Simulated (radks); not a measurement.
Fractional charge and spin in the 6s shell of iridium: the spin-up occupation runs from 0 to 1 and the spin-down occupation from 0 to 1; the fullest corner is Ir, [Xe] 4f14 5d(up 3.5, down 3.5) 6s(up 1, down 1). Method: scalar-relativistic Kohn-Sham, PBEsol, spin-polarised, spherical densities, finite nucleus; Fermi nuclear charge, rms radius of each element as measured or else 0.836 A^(1/3) + 0.57 fm; computed with a radial shooting solver on a logarithmic mesh with Libxc functionals. Energy (eV) minus the two flat planes that join the four corners (they meet along the diagonal where the two added fractions sum to one electron); zero is where a piecewise linear energy would lie.

down \ up       0     0.5       1
0           0.000  -0.933   0.000
0.5        -0.933   0.224  -0.843
1           0.000  -0.843   0.000

Corners above the fullest one (they belong to Ir+ and the next ion): (up 1, down 0) 9.700 eV, (up 0, down 1) 9.700 eV, (up 0, down 0) 27.413 eV. With half an added electron in each spin the energy lies 0.224 eV from the planes, and with half an added electron in spin up alone -0.933 eV. The planes are only a guide here: the flat-plane condition holds for ground states with one frontier orbital, while other shells are open and held unpolarised.
